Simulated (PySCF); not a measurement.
Vertical excitations of a molecule C₄H₉FSi from PySCF with TDA-PBE/def2-SVPD, as energy in eV (oscillator strength): 6.43 (0.006), 6.76 (0.048), 7.00 (0.000), 7.18 (0.125), 7.21 (0.026), 7.22 (0.052), 7.49 (0.018), 7.63 (0.005), 7.80 (0.000), 7.81 (0.005). Lowest triplet (TDA): 6.13 eV. Geometry optimised at PBE0-D3(BJ)/def2-SVP. The values are those of a single conformer.

### Question
Identify the compound among the candidates.
A. FC1([SiH3])CCC1
B. C[SiH2]/C=C(\C)F
C. CC/C=C/[SiH2]F
D. C[Si@@H](F)C1CC1

### Answer
A, FC1([SiH3])CCC1
